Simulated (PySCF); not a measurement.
C₅H₇F₂O (doublet state).
Cartesian coordinates in Å at the GFN2-xTB level; atoms count from 1:
```
atom  x, y, z in Å
C1    -2.3567   -0.6091    0.5625
C2    -1.1245   -0.0842   -0.1298
O3    -0.9946   -0.0645   -1.3536
C4    -0.0809    0.4057    0.7146
F5    -0.2642    0.3879    2.0395
C6     1.2261    0.9067    0.2325
C7     2.0006   -0.1712   -0.5441
F8     2.3760   -1.1797    0.3026
H9    -2.0839   -1.3972    1.2616
H10   -2.8308    0.1909    1.1285
H11   -3.0517   -0.9959   -0.1767
H12    1.0646    1.7328   -0.4664
H13    1.8221    1.2484    1.0805
H14    1.3748   -0.6095   -1.3256
H15    2.9188    0.2469   -0.9668
```

The hyperfine couplings belong to this conformer and change with its torsions.

Identity: `CC(=O)[C](F)CCF` [radical].

The calculation used PySCF 2.14.0, UKS B3LYP, pcH-1 on C F H O, non-relativistic, mean-field spin-orbit, GIAO. One conformer (not necessarily the lowest) at the GFN2-xTB geometry, without solvent, vibrations or thermal averaging. A GFN2-xTB geometry isn't a minimum of the functional, and hyperfine couplings can be far from their values at a DFT geometry. The SCF solution wasn't tested for stability.

Largest spin populations (Mulliken): C4 (+0.70), O3 (+0.28), F5 (+0.07) and C2 (-0.06). The angles at C4 add up to 360.0°, so it is planar.

Q: How do the β-proton couplings of this frozen conformer go with θ, the angle between the C–H bond and the normal to the plane of the spin centre's three neighbours, both seen down the bond from centre to carbon?

A: 
```
β H  on  centre  θ (°)  cos²θ   a (G)
H12  C6      C4     33   0.70  +26.87
H13  C6      C4     87   0.00   +0.56
```

Couplings in gauss use g_iso = 2.0052.
